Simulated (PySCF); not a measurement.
`InChI=1S/C6H11NS/c7-5-2-1-3-6(8)4-5/h1-2,5-6,8H,3-4,7H2/t5-,6-/m0/s1`

Geometry (Å), atoms numbered from 1 in this order:
```xyz
19

N     2.392   -0.193    0.798
C     0.951   -0.341    0.665
C     0.300    0.967    1.017
C    -0.738    1.476    0.374
C    -1.411    0.813   -0.788
C    -1.003   -0.649   -0.922
S    -1.958   -1.699    0.246
C     0.499   -0.812   -0.728
H     2.860   -1.068    0.586
H     2.735    0.508    0.150
H     0.654   -1.094    1.410
H     0.753    1.485    1.850
H    -1.152    2.429    0.673
H    -2.497    0.889   -0.684
H    -1.141    1.347   -1.706
H    -1.298   -1.040   -1.899
H    -1.744   -0.943    1.319
H     0.784   -1.856   -0.878
H     1.004   -0.207   -1.488
```

The calculation used TDDFT BHandHLYP/def2-SVPD circular dichroism and optical rotation, one conformer, gas phase in PySCF. Geometry: GFN2-xTB.

The molecule is flexible and this is one conformer; a measurement averages over conformers.

Question: What are the CIP labels of the stereocentres?

Answer: C2 R, C6 S.

Question: Which excitations and rotatory strengths does the calculation give?

Answer: Rotatory strengths R in 10⁻⁴⁰ esu² cm², velocity form and length form (origin at the centre of mass); f in length form.
```tsv
state	E (eV)	λ (nm)	f	R (velocity)	R (length)	main
1	5.82	213	0.003	+4.2	+3.7	HOMO→LUMO+3 0.40, HOMO→LUMO 0.23
2	6.40	194	0.013	+17.7	+15.2	HOMO→LUMO+1 0.58, HOMO→LUMO 0.22
3	6.55	189	0.050	-34.9	-38.9	HOMO−1→LUMO 0.44, HOMO→LUMO+1 0.14
4	6.94	179	0.075	+20.5	+18.1	HOMO−1→LUMO 0.30, HOMO→LUMO 0.29
5	7.04	176	0.012	-22.6	-21.4	HOMO−2→LUMO 0.26, HOMO→LUMO+3 0.12
6	7.11	174	0.005	+13.0	+14.0	HOMO→LUMO+2 0.55, HOMO→LUMO+3 0.12
7	7.22	172	0.148	+58.6	+65.5	HOMO−1→LUMO+1 0.35, HOMO−1→LUMO+5 0.20
8	7.54	164	0.039	-25.4	-24.3	HOMO−2→LUMO+5 0.17, HOMO−2→LUMO+2 0.15
```

Among the states computed, the strongest CD band (largest |R|) is state 7. The largest dissymmetry factor in size, g = 4R/(D+G), with D and G the electric and magnetic dipole strengths, is +0.03 for state 6 (velocity form, f = 0.005), among bands with |R| over 0.5. The mirror image has the same energies and oscillator strengths and all R with the opposite sign.
